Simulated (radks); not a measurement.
The mean radii <r> (bohr) of the occupied orbitals of an atom or ion are listed with their occupations. All-electron calculation, Dirac Kohn-Sham, PBE, spin-unpolarised, spherical densities, finite nucleus; Fermi nuclear charge, rms radius of each element as measured or else 0.836 A^(1/3) + 0.57 fm. Program: a radial shooting solver on a logarithmic mesh with Libxc functionals.

orbital  occ.      <r>
1s1/2       2  0.03040
2s1/2       2   0.1313
2p1/2       2   0.1112
2p3/2       4   0.1164
3s1/2       2   0.3580
3p1/2       2   0.3494
3p3/2       4   0.3604
3d3/2       4   0.3326
3d5/2       6   0.3361
4s1/2       2   0.8761
4p1/2       2   0.9335
4p3/2       4   0.9634
4d3/2       4    1.220
4d5/2       5    1.236
5s1/2       1    2.631
5p1/2       2    3.522

Name the element and its charge. Open shells, if any, fill j = l - 1/2 first.

Answer. Z = 48, cadmium, charge 0: Cd in [Kr] 4d9 5s1 5p2. The 1s radius gives Z: for a bare nucleus <r> = (2 gamma + 1)/(2Z) with gamma = sqrt(1 - (Z/c)^2), 0.02993 bohr for Z = 48, and screening makes it slightly larger (0.03040 here). The occupations add up to 48, and the charge is Z minus that.
